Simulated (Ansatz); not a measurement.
Basis sets compared for Al₁₄P₁₃Cl₃. The state is a singlet with charge 0. Geometry PBE-D4/def2-SVP. Ansatz on 4 threads of AMD EPYC 7R13 on a shared host and a share (37 GiB) of an NVIDIA H100 80GB HBM3; times are rough, and most runs start from earlier orbitals.

Cartesian coordinates in Å:
```
Al 6.412 -0.020 -0.742
Al 2.857 -2.313 -0.314
Al 0.317 -0.535 -1.938
Al -3.185 -0.868 -1.205
Al -5.191 1.490 -1.670
Al 3.583 0.701 -0.839
Al -1.924 1.966 -1.387
Al 5.432 -1.789 0.846
Al -0.196 -2.094 0.677
Al -4.585 -0.659 1.529
Al 2.789 -0.574 2.148
Al 1.122 1.224 0.623
Al -1.679 0.296 1.742
Al -3.251 2.472 1.093
Cl 5.645 1.915 -1.589
Cl -6.151 1.789 -3.539
Cl -5.772 -2.008 2.680
P 7.435 -0.746 1.091
P 4.608 -1.370 -1.539
P 0.808 -2.775 -1.293
P -1.779 0.105 -2.799
P -5.421 -0.584 -0.725
P 1.567 1.366 -1.758
P -3.862 3.269 -1.007
P 3.571 -2.757 1.882
P -2.467 -1.846 0.769
P 3.376 1.490 1.394
P 0.461 -0.650 2.354
P -0.902 2.442 0.658
P -3.615 1.064 2.860
```

Single mean-field runs in def2-SVP, def2-TZVP are fitted with def2-universal-jkfit.

Binding counts from free atoms (Al doublet, Cl doublet, P quartet) in the same basis, without a counterpoise term.

```
           level  functions  energy (Eh)  HOMO (eV)  LUMO (eV)  binding per atom (eV)  wall time
 PBE-D4/def2-SVP        540   -9206.2452      -5.78      -4.33                   3.65        8 s
PBE0-D4/def2-SVP        540   -9207.0487      -6.66      -3.90                   3.58        7 s
```

(1) Estimate the rows for PBE-D4/def2-TZVP (with forces), PBE0-D4/def2-TZVP.

## Answers

(1) 
| level | functions | energy (Eh) | HOMO (eV) | LUMO (eV) | binding per atom (eV) | wall time |
| --- | --- | --- | --- | --- | --- | --- |
| PBE-D4/def2-TZVP (with forces) | 1110 | -9209.4279 | -5.68 | -4.24 | 3.65 | 13 s |
| PBE0-D4/def2-TZVP | 1110 | -9210.1966 | -6.51 | -3.74 | 3.60 | 18 s |
